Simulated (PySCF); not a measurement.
Screening by computed properties: pick the candidate that meets the target.

All species are isolated and taken at one optimised geometry, non-relativistic unless stated; the electronic structure was computed with PySCF and density fitting.

The conformers computed, where there is a choice (atom-mapped SMILES and torsion angles):
- `[CH2:1]=[CH:2][C@@H:3]([CH3:4])[C:5](=[CH2:6])[Cl:7]`: C1–C2–C3–C4 120°, C2–C3–C5–C6 116°
- `[OH:1][SiH2:2][C@@H:3]1[CH2:4][C@H:5]1[Cl:6]`: O1–Si2–C3–C4 33°, H–O1–Si2–C3 180°
- `[OH:1][SiH2:2][C@@H:3]1[CH2:4][C@@H:5]1[Cl:6]`: O1–Si2–C3–C4 28°, H–O1–Si2–C3 52°
- `[CH2:1]=[C:2]([Cl:3])[O:4][CH2:5][SiH3:6]`: C1–C2–O4–C5 -179°, C2–O4–C5–Si6 180°

Problem. Wanted: dipole moment between 2 D and 2.5 D (PBE0/def2-SVPD) and electronic spatial extent ⟨r²⟩ about the centre of nuclear charge below 1160 bohr² (PBE0/def2-SVPD), at GFN2-xTB geometries. Which candidate meets both?
A. `C=C(Cl)OC[SiH3]`
B. `O[SiH2][C@@H]1C[C@H]1Cl`
C. `O[SiH2][C@@H]1C[C@@H]1Cl`
D. `C=C[C@@H](C)C(=C)Cl`

Solution. C. Computed values:
```
                 species  dipole moment  electronic spatial extent ⟨r²⟩ about the centre of nuclear charge
         C=C(Cl)OC[SiH3]         1.08 D                                                         1211 bohr²
     C=C[C@@H](C)C(=C)Cl         1.51 D                                                         1010 bohr²
O[SiH2][C@@H]1C[C@@H]1Cl         2.21 D                                                          890 bohr²
 O[SiH2][C@@H]1C[C@H]1Cl         2.83 D                                                         1114 bohr²
```

Problem. Wanted: lowest singlet excitation above 6.4 eV (TDDFT PBE0/def2-SVPD) and HOMO energy below -8 eV (PBE0/def2-SVPD), at GFN2-xTB geometries. Which candidate meets both?
A. `C=C(Cl)OC[SiH3]`
B. `C=C[C@@H](C)C(=C)Cl`
C. `O[SiH2][C@@H]1C[C@H]1Cl`
D. `O[SiH2][C@@H]1C[C@@H]1Cl`

Solution. D. Computed values:
| species | lowest singlet excitation | HOMO energy |
| --- | --- | --- |
| C=C(Cl)OC[SiH3] | 5.68 eV | -6.74 eV |
| C=C[C@@H](C)C(=C)Cl | 6.25 eV | -7.34 eV |
| O[SiH2][C@@H]1C[C@H]1Cl | 6.55 eV | -7.67 eV |
| O[SiH2][C@@H]1C[C@@H]1Cl | 6.88 eV | -8.08 eV |
